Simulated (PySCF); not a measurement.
# Ir³⁺ (iridium, charge +3) across methods

[Xe] 4f14 5d6, high-spin 5D determinant. Computed with PySCF 2.14 in aug-cc-pwCVDZ-PP with ECP60MDF, with scalar relativity through the core potential.

| method | E (hartree) | mean ε 5p β (eV) | mean ε 5d α (eV) | mean ε 5d β (eV) | Σ⟨r²⟩ (bohr²) | ⟨S²⟩ |
| --- | --- | --- | --- | --- | --- | --- |
| r2SCANh | -102.3892 | -86.069 | -39.348 | -35.980 | 27.45 | 6.002 |
| LDA | -102.1212 | -84.275 | -38.263 | -35.341 | 27.84 | 6.000 |
| PBE0 | -102.3562 | -86.944 | -40.045 | -36.919 | 27.53 | 6.001 |
| r2SCAN | -102.4047 | -85.114 | -38.649 | -35.335 | 27.46 | 6.002 |
| PBE | -102.3736 | -84.240 | -38.189 | -35.315 | 27.65 | 6.001 |
| wB97X | -102.3768 | -89.494 | -42.276 | -39.431 | 27.39 | 6.001 |
| UHF | -101.75529 | -93.689 | -44.753 | -40.586 | 27.42 | 6.003 |
| BHandHLYP | -102.2648 | -89.585 | -41.659 | -38.484 | 27.50 | 6.001 |

Q: Estimate the same row for BLYP.

A: E (hartree) = -102.3296; mean ε 5p β (eV) = -84.199; mean ε 5d α (eV) = -37.936; mean ε 5d β (eV) = -35.294; Σ⟨r²⟩ (bohr²) = 27.70; ⟨S²⟩ = 6.001.

Energies and moments cover only the electrons outside the core potential. Spin-orbit coupling, absent here, splits the open shell strongly.
